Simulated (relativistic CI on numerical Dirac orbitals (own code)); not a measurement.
W³⁺: 4f photoemission

Computed with this model: Dirac-Coulomb-Breit CI, separate exchange-only KLI orbitals for each configuration, model QED (radiative potential, 1s self-energy scaled to tabulated hydrogen-like ionisation energies), valence Slater integrals scaled by 0.8, multiplet model of photoemission in the sudden approximation; configurations [Xe] 4f14 5d3 → [Xe] 4f13 5d3; 300 K; Lorentzian 0.17 eV and Gaussian 0.5 eV FWHM. Energies are those of the free ion, without screening or charge transfer. The energies are binding energies and can lie tens of eV above those of solids. S is read from ⟨S²⟩ = S(S + 1).

Computed curve for free ion, scaled to 100 at the maximum (points under 2 are left out and the grid is thinned):

Energy (eV), Intensity and a bar:
```
     68.0        2.3 
     68.1        2.8 
     68.2        3.5 
     68.3        4.6 #
     68.4        6.5 #
     68.6       16.6 ####
     68.7       27.5 ########
     68.8       43.1 #############
     68.9       62.0 ##################
     69.0       80.3 ########################
     69.1       93.8 ############################
     69.2      100.0 ##############################
     69.3       99.5 ##############################
     69.5       88.7 ###########################
     69.6       81.9 ########################
     69.7       74.0 ######################
     69.8       64.1 ###################
     69.9       52.4 ###############
     70.0       40.5 ############
     70.1       30.6 #########
     70.2       23.6 #######
     70.3       19.5 #####
     70.5       17.3 #####
     70.6       18.1 #####
     70.7       19.3 #####
     70.8       20.4 ######
     70.9       21.4 ######
     71.0       22.4 ######
     71.1       24.4 #######
     71.2       28.3 ########
     71.4       44.3 #############
     71.5       54.4 ################
     71.6       62.0 ##################
     71.7       63.9 ###################
     71.8       59.6 ##################
     71.9       51.3 ###############
     72.0       42.3 ############
     72.1       35.1 ##########
     72.3       28.3 ########
     72.4       27.0 ########
     72.5       25.5 #######
     72.6       23.3 ######
     72.7       20.4 ######
     72.8       17.3 #####
     72.9       14.6 ####
     73.0       12.7 ###
     73.1       11.4 ###
     73.3        8.7 ##
     73.4        7.2 #
     73.5        5.9 #
     73.6        5.2 #
     73.7        5.0 #
     73.8        5.3 #
     73.9        5.6 #
     74.0        5.8 #
     74.2        5.1 #
     74.3        4.4 #
     74.4        3.6 
     74.5        3.0 
     74.6        2.4
```

The ground state has S = 1.43, and the centroid lies at 70.51 eV.
